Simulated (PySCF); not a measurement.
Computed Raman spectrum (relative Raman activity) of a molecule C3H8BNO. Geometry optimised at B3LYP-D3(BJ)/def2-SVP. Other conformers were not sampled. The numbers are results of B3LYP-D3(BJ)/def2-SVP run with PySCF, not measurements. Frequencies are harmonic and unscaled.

Lines under 2 % of the strongest are left out, and lines within 2 cm⁻¹ are merged.

| ν (cm⁻¹) | relative intensity |
|---|---|
| 617 | 4.1 |
| 763 | 2.6 |
| 880 | 4.1 |
| 938 | 7.2 |
| 1093 | 2.7 |
| 1134 | 2.1 |
| 1211 | 3.1 |
| 1334 | 3.4 |
| 1358 | 2.4 |
| 1399 | 2.3 |
| 1408 | 7.0 |
| 1453 | 8.8 |
| 1466 | 7.1 |
| 1476 | 6.6 |
| 1608 | 4.1 |
| 3027 | 76 |
| 3036 | 95 |
| 3070 | 75 |
| 3114 | 37 |
| 3117 | 56 |
| 3128 | 46 |
| 3604 | 100 |
| 3712 | 47 |

Q: Which molecule gave these data?
A. C=CCB(N)O
B. C=COB(C)N
C. C[C@@H]1CB(N)O1
D. C/C=N/B(C)O

A: C, C[C@@H]1CB(N)O1
